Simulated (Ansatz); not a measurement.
`[CH3][Nb]([NH2])(=[O])[F]` + NH₃ → `[NH2][Nb]([NH2])(=[O])[F]` + CH₄ at 298.15 K and 1 bar (ligand exchange at the Nb–C bond).

Program: Ansatz. Geometries: PBE0-D4/def2-TZVP. ΔE: electronic, gas phase. CBS: MP2 limit from def2 TZ/QZ plus the TZ coupled-cluster correction, frozen cores. This one scheme is used for every species. Elements past krypton have def2 core potentials. For Nb outer-core shells are correlated without core-valence functions, which leaves a few kJ/mol of doubt a bond. Each species was taken in one conformer, which may not be the lowest.

```tsv
species	CCSD(T)/CBS energy (Eh)	H − E (kJ/mol)	S (J/(mol·K))
`[CH3][Nb]([NH2])(=[O])[F]`	-327.80729	195.6	363.7
NH₃	-56.50880	100.5	192.4
`[NH2][Nb]([NH2])(=[O])[F]`	-343.89201	169.0	354.0
CH₄	-40.46206	127.4	186.2
```

H − E and S are ideal-gas, rigid-rotor, harmonic terms from PBE0-D4/def2-TZVP, for one conformer and one mirror image of each species. 1 Eh = 2625.50 kJ/mol, R = 8.31446 J/(mol·K).

Problem. By hand: ΔE, ΔH, ΔS and ΔG.

Solution. ΔE = (-343.89201) + (-40.46206) − (-327.80729) − (-56.50880) = -0.03798 Eh = -99.7 kJ/mol. Δ(H − E) = 169.0 + 127.4 − 195.6 − 100.5 = 0.3, so ΔH = -99.4 kJ/mol. ΔS = 354.0 + 186.2 − 363.7 − 192.4 = -15.9 J/(mol·K). ΔG = -99.4 − 298.15 × (-15.9)/1000 = -94.7 kJ/mol.

Problem. By hand: the equilibrium constant, and the temperature at which ΔG would vanish if ΔH and ΔS stayed fixed.

Solution. log₁₀ K = −ΔG/(RT ln 10) = 16.6. ΔG = 0 at ΔH/ΔS = 6252 K, far beyond where these terms or the molecules hold.

ΔH outweighs TΔS. A doubt of 5 kJ/mol in ΔE shifts log₁₀ K by 0.9 here. Other conformers and mirror images would add mixing entropy, several J/(mol·K) or more a flexible species. These are equilibria of isolated gas molecules and say nothing of rates. Largest T1 diagnostic: 0.022 (customary marks: 0.02 for closed shells, 0.045 for open ones).
